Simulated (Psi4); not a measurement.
Two rigid molecules brought together: N2 ··· CH5N (SMILES N#N and CN). Monomers: optimised at B3LYP-D3(BJ) (def2-TZVP), held rigid. Orientation: a random orientation, not optimised. R is the distance of the centres of mass, along which the second monomer moves.

Geometry at R = 3.49 Å (first 2 atoms: monomer A):
```
9

N      0.5455     0.0000     0.0000
N     -0.5455     0.0000     0.0000
C      0.0675     0.2156    -3.4867
N      0.7623    -1.0702    -3.4378
H      0.7817     1.0172    -3.2917
H     -0.7642     0.3249    -2.7770
H     -0.3272     0.3724    -4.4918
H      0.1222    -1.8316    -3.6283
H      1.1495    -1.2342    -2.5164
```

Computed with SAPT0/jun-cc-pVDZ, frozen core (Psi4 1.11).

Components in kcal/mol:

```tsv
R / Å	electrostatics	exchange	induction	dispersion	total
2.91	-3.30	11.15	-1.02	-3.29	3.54
3.10	-1.71	5.91	-0.52	-2.26	1.42
3.29	-0.86	3.10	-0.26	-1.58	0.40
3.49	-0.40	1.56	-0.13	-1.09	-0.07
3.66	-0.20	0.87	-0.07	-0.81	-0.22
3.90	-0.06	0.37	-0.03	-0.54	-0.26
4.22	0.00	0.12	-0.01	-0.33	-0.21
4.49	0.02	0.04	-0.01	-0.22	-0.16
5.02	0.02	0.01	0.00	-0.11	-0.08
5.66	0.02	0.00	0.00	-0.05	-0.03
6.66	0.01	0.00	0.00	-0.02	-0.01
8.02	0.01	0.00	0.00	-0.01	0.00
```
